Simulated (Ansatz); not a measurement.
A series at Ge: from `[OH][Ge]([GeH3])([GeH3])[GeH3]`, ligands are replaced one by one, each step taking up H₂ and setting free GeH₄; n counts the steps. Ansatz, PBE0-D4/def2-TZVP geometries. Each molecule was computed in one conformer, which needn't be the lowest.

```tsv
n	molecule	HOMO energy, ωB97M-V/def2-TZVPP (eV)
0	`[OH][Ge]([GeH3])([GeH3])[GeH3]`	?
1	`[OH][GeH]([GeH3])[GeH3]`	-9.49
2	`[OH][GeH2][GeH3]`	-9.83
3	`[OH][GeH3]`	-10.79
```

Problem. By hand: fit a straight line y = ȳ + b (n − n̄) to the 3 given rows and predict n = 0.

Solution. n̄ = 2.000, ȳ = -10.037; Σ(n − n̄)(y − ȳ) = -1.300, Σ(n − n̄)² = 2.000, so b = -0.650 eV a step. Prediction: -10.037 + (-0.650) × (-2.000) = -8.74 eV.

Problem. By hand: compare with the computed value, -9.31 eV, and give the steps along the whole series.

Solution. The line misses by -0.57 eV (computed minus predicted). Steps: -0.18, -0.34, -0.96 eV.

One step carries most of the change, so a line is a poor guide. The highest orbital can change its character along such a series. The miss is 38.5 % of the series' range.
